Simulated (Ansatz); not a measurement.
Cost and result for the atomization energy of C3H6FIn, SMILES `C=C[CH2][InH][F]` (11 atoms, 10 bonds).

Z-matrix (Å, degrees):
```
C
C 1 1.483
In 1 2.155 2 106.4
H 1 1.090 2 112.5 3 120.3
H 1 1.091 2 112.7 3 -114.9
C 2 1.332 1 125.8 3 94.0
H 2 1.089 1 116.0 3 -84.2
F 3 1.969 1 107.7 2 -111.5
H 3 1.706 1 141.0 2 62.0
H 6 1.086 2 121.6 1 1.8
H 6 1.083 2 121.2 1 -178.9
```

Charge 0, multiplicity 1. Correlated methods include outer-core shells of In, which these sets cover unevenly. In: def2 effective core potential. The structure was optimised at the PBE0-D4/def2-TZVP level. It is one conformer, not always the lowest. Program: Ansatz. All runs use 4 threads of an Arm Neoverse V2 on a shared host. Times are those of one run each, without the atoms' runs, and a repeat can differ threefold. Electronic energies, without spin–orbit coupling; frozen cores. CCSD(T)/CBS adds CCSD(T) − MP2 in def2-TZVPP to the MP2 limit, and its time is that of the two runs behind it. T1 = 0.014. With those shells the extrapolation isn't a true limit. B3LYP takes the VWN-RPA correlation (the form of Gaussian; ORCA's B3LYP/G).

CCSD(T)/CBS is a level of theory with its own doubt, some kJ/mol a heavy atom from the limit and from the frozen cores, so smaller differences don't rank the functionals.

| level | functions | atomization (kcal/mol) | difference from CCSD(T)/CBS | per bond |
| --- | --- | --- | --- | --- |
| BLYP-D4/def2-TZVPP | 258 | 960.5 | -6.1 | -0.6 |
| CCSD(T)/CBS(def2) | – | 966.6 | 0.0 | 0.0 |
| B97M-V/def2-TZVPP | 258 | 967.1 | 0.5 | 0.0 |
| LDA (SPW92)/def2-TZVPP | 258 | 1103.4 | 136.8 | 13.7 |
| ωB97X-V/def2-TZVPP | 258 | 965.7 | -0.9 | -0.1 |
| MP2/def2-QZVPP | 490 | 971.1 | 4.5 | 0.4 |
| CCSD(T)/def2-SVP | 112 | 918.0 | -48.6 | -4.9 |
| ωB97M-V/def2-TZVPP (with forces) | 258 | 965.5 | -1.1 | -0.1 |
| CCSD(T)/def2-TZVPP | 258 | 942.5 | -24.1 | -2.4 |
| PBE-D4/def2-TZVPP (with forces) | 258 | 984.5 | 17.9 | 1.8 |
| BHLYP-D4/def2-TZVPP | 258 | 933.5 | -33.1 | -3.3 |
| B3LYP-D4/def2-TZVPP (with forces) | 258 | 961.1 | -5.5 | -0.6 |
| PBE-QIDH/def2-TZVPP | 258 | 959.6 | -7.0 | -0.7 |

(1) Order the runs by time, with rough figures. (Estimate.)

## Answers

(1) The calculation gave: LDA (SPW92)/def2-TZVPP 1.2 s; BLYP-D4/def2-TZVPP 2.1 s; PBE-D4/def2-TZVPP (with forces) 2.5 s; BHLYP-D4/def2-TZVPP 3.1 s; B3LYP-D4/def2-TZVPP (with forces) 4.2 s; PBE-QIDH/def2-TZVPP 6 s; ωB97X-V/def2-TZVPP 7.5 s; CCSD(T)/def2-SVP 8.5 s; B97M-V/def2-TZVPP 9.5 s; ωB97M-V/def2-TZVPP (with forces) 11 s; MP2/def2-QZVPP 23 s; CCSD(T)/def2-TZVPP 4.5 min; CCSD(T)/CBS(def2) 4.9 min.

From BLYP to BHLYP (50 % exact exchange), in def2-TZVPP and without D4, the atomization energy moves by −22.6 kcal/mol: exact exchange takes away binding that semilocal exchange gives to molecules. In def2-TZVPP, CCSD(T) changes the Hartree–Fock value by +234.9 kcal/mol (the triples alone add +15.2 kcal/mol) and MP2 by +249.0 kcal/mol; breaking electron pairs costs correlation energy, which Hartree–Fock lacks. The D4 term adds +8.1 kcal/mol with B3LYP and +4.2 kcal/mol with PBE0; it sums over pairs of atoms, weighted by their polarisabilities, and B3LYP, whose exchange is more repulsive, gets the larger term.

Spin–orbit coupling would lower the free In atoms strongly, and the atomization energy with them, by more than many differences here.
